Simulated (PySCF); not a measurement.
PbCl⁺: one state, many levels of theory

State: ¹Σ⁺ (singlet), closed shell. Set-up: basis Pb def2-SVPD with ECP60, Cl def2-SVPD; scalar-relativistic core potentials; PySCF 2.14. De refers to Pb⁺ + Cl in their high-spin ground configurations, without counterpoise correction. A positive dipole points towards Cl; it is taken about the centre of mass and depends on that origin.

```json
{"Level": "RHF", "Re (Å)": "2.403", "ωe (cm⁻¹)": "383", "De (eV)": "n/a", "μ (D)": "-3.71", "CPU s a point (SCF and correlation, without the integrals)": "0.1"}
{"Level": "RHF-MP2", "Re (Å)": "2.406", "ωe (cm⁻¹)": "380", "De (eV)": "n/a", "μ (D)": "n/a", "CPU s a point (SCF and correlation, without the integrals)": "0.16"}
{"Level": "RHF-SCS-MP2", "Re (Å)": "2.412", "ωe (cm⁻¹)": "377", "De (eV)": "n/a", "μ (D)": "n/a", "CPU s a point (SCF and correlation, without the integrals)": "n/a"}
{"Level": "RHF-CCSD", "Re (Å)": "2.412", "ωe (cm⁻¹)": "376", "De (eV)": "n/a", "μ (D)": "n/a", "CPU s a point (SCF and correlation, without the integrals)": "n/a"}
{"Level": "RHF-CCSD(T)", "Re (Å)": "2.418", "ωe (cm⁻¹)": "371", "De (eV)": "n/a", "μ (D)": "n/a", "CPU s a point (SCF and correlation, without the integrals)": "1.4"}
{"Level": "LDA", "Re (Å)": "2.386", "ωe (cm⁻¹)": "382", "De (eV)": "n/a", "μ (D)": "-2.29", "CPU s a point (SCF and correlation, without the integrals)": "0.29"}
{"Level": "PBE", "Re (Å)": "2.420", "ωe (cm⁻¹)": "365", "De (eV)": "n/a", "μ (D)": "-2.64", "CPU s a point (SCF and correlation, without the integrals)": "0.51"}
{"Level": "r²SCAN", "Re (Å)": "2.403", "ωe (cm⁻¹)": "378", "De (eV)": "n/a", "μ (D)": "-2.81", "CPU s a point (SCF and correlation, without the integrals)": "0.69"}
{"Level": "PBE0", "Re (Å)": "2.398", "ωe (cm⁻¹)": "380", "De (eV)": "n/a", "μ (D)": "-2.96", "CPU s a point (SCF and correlation, without the integrals)": "1.1"}
{"Level": "r²SCAN0", "Re (Å)": "2.390", "ωe (cm⁻¹)": "387", "De (eV)": "n/a", "μ (D)": "-3.02", "CPU s a point (SCF and correlation, without the integrals)": "0.75"}
{"Level": "M06-2X", "Re (Å)": "2.408", "ωe (cm⁻¹)": "378", "De (eV)": "n/a", "μ (D)": "-3.45", "CPU s a point (SCF and correlation, without the integrals)": "0.76"}
{"Level": "CAM-B3LYP", "Re (Å)": "2.394", "ωe (cm⁻¹)": "384", "De (eV)": "n/a", "μ (D)": "-3.02", "CPU s a point (SCF and correlation, without the integrals)": "0.99"}
```

The bond length runs from 2.386 Å (LDA) to 2.420 Å (PBE).

Correlated steps freeze 9 core orbitals. These are scalar-relativistic numbers at best; spin–orbit coupling would shift them, the dissociation energy most.

The whole job (state search and all levels along the bond) took about 1.5 min on 1 thread of Oxide Virtual Turin-like (shared host), peak memory 0.74 GiB.
